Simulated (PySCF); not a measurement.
A GIAO shielding run with PySCF 2.14 (density fitting, non-relativistic, gas phase) on SMILES CO/C(=C\F)CF, C$_{4}$H$_{6}$F$_{2}$O:

```
$ OMP_NUM_THREADS=1 python probes_run.py task.json out

{"job": {"kind": "nmr", "xc": "CAM-B3LYP", "basis": "pcSseg-1", "pop": false}, "charge": 0, "multiplicity": 1}
C      1.850926    -0.635155     0.276591
O      0.686006    -0.605842    -0.516759
C     -0.377837     0.110430    -0.112159
C     -0.532381     0.896627     0.959431
F      0.416004     1.123999     1.879900
C     -1.501905    -0.073892    -1.090940
F     -2.613544     0.634066    -0.735941
H      2.555198    -1.302824    -0.235951
H      2.300446     0.365128     0.372657
H      1.642543    -1.028423     1.283844
H     -1.472165     1.414542     1.146408
H     -1.163604     0.249113    -2.091518
H     -1.753202    -1.147651    -1.151636
```

Hardware: 1 thread of an Arm Neoverse V2, shared host.

Question: How large is the calculation?

Answer: 56 electrons, 149 basis functions and 771 auxiliary functions.

Question: How long does it take, and how much memory does it need?

Answer: 15 s of wall time, with 13 SCF cycles and 6 response iterations; peak memory 0.78 GiB. Times on a shared host scatter by some tens of per cent.

Question: And these other runs on the same molecule and hardware: GIAO shielding at B97-2/pcSseg-1; GIAO shielding at B97-D/pcSseg-1; GIAO shielding at BHandHLYP/pcSseg-1; GIAO shielding at LC-wPBE/pcSseg-1; GIAO shielding at OPBE/pcSseg-1; GIAO shielding at PBE0/6-31G?

Answer: B97-2/pcSseg-1: 149 functions, 11 s; B97-D/pcSseg-1: 149 functions, 17 s; BHandHLYP/pcSseg-1: 149 functions, 11 s; LC-wPBE/pcSseg-1: 149 functions, 20 s; OPBE/pcSseg-1: 149 functions, 17 s; PBE0/6-31G: 75 functions, 6.2 s.
